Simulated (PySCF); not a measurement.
Al(Me)(Cl) (CH3AlCl), SMILES [Al]([Cl])[CH3], multiplicity 2. Atoms are numbered in the order given.

```xyz
6

Al     0.7130    -0.4440     0.0000
C     -0.4859    -1.9974     0.0000
H     -1.1299    -1.9463    -0.8842
H     -1.1299    -1.9463     0.8842
H      0.0411    -2.9527     0.0000
Cl    -0.2432     1.4472     0.0000
```
Charge 0, spin multiplicity 2.

Geometry optimised at ωB97X-D3(BJ)/def2-TZVP. The multiplicity is an assumed one; other spin states were not compared. The isomer is the one that the SMILES or the coordinates give; other isomers of the formula were not compared.

Computed with B3LYP/pcH-1 run with PySCF.

Unrestricted Kohn–Sham, ⟨S²⟩ = 0.752. Hyperfine tensors hold the contact and dipolar terms, without spin-orbit corrections.

Computed hyperfine couplings:
```
nucleus     A(iso) (MHz)  A(iso) (G)  dipolar principal values (MHz)
----------  ------------  ----------  ------------------------------
27Al no. 1         958.7       342.1             -53.4, -49.7, 103.1
13C no. 2          130.4        46.5              -15.3, -14.4, 29.6
1H no. 3             5.5         2.0                 -7.4, -1.3, 8.7
1H no. 4             5.5         2.0                 -7.4, -1.3, 8.7
1H no. 5           -10.3        -3.7                -7.9, -2.8, 10.7
35Cl no. 6          31.7        11.3              -17.5, -15.9, 33.4
```

### Question
And the g tensor (effective nuclear charges for spin-orbit coupling, GIAO)? (The exact figures need the calculation; the answer reports its results.)

### Answer
principal values 1.9915, 2.0014, 2.0045; isotropic 1.9991.
